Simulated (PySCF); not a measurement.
**Correlation energy of Yb²⁺ (ytterbium, charge +2)**

[Xe] 4f13 6p1, one real determinant (an excited configuration). Calculation: PySCF 2.14, in cc-pVDZ-X2C; scalar relativity by spin-free X2C-1e. Frozen: [Ar] 3d10; 40 electrons correlated.

MP2 pair energies summed by pair of shells (mhartree):

```
 pair   energy  share (%)
4f-4f  -483.32       38.8
4f-5p  -199.99       16.1
4d-4f  -180.99       14.5
5p-5p  -115.76        9.3
4f-5s   -43.97        3.5
4d-4d   -41.85        3.4
4p-4f   -40.68        3.3
4d-5p   -28.97        2.3
5s-5p   -26.64        2.1
4p-4d   -18.68        1.5
5p-6p   -12.56        1.0
4d-5s   -12.55        1.0
4s-4f    -8.71        0.7
4f-6p    -5.70        0.5
5s-5s    -5.58        0.4
4p-4p    -4.94        0.4
4s-4d    -4.45        0.4
4p-5p    -3.70        0.3
4s-4p    -2.07        0.2
4p-5s    -1.71        0.1
5s-6p    -0.57        0.0
4d-6p    -0.52        0.0
4s-4s    -0.43        0.0
4s-5p    -0.32        0.0
4s-5s    -0.17        0.0
4p-6p    -0.06        0.0
4s-6p    -0.01        0.0
```

Total MP2 correlation energy: -1244.9 mhartree.

Same-spin part -486.89 and opposite-spin part -758.02 mhartree; SCS-MP2 scales them by 1/3 and 6/5 to -1071.9 mhartree.

The reference is one real determinant that mixes LS terms of this configuration.

This basis was not built for core-valence correlation, so the inner-shell part is incomplete.
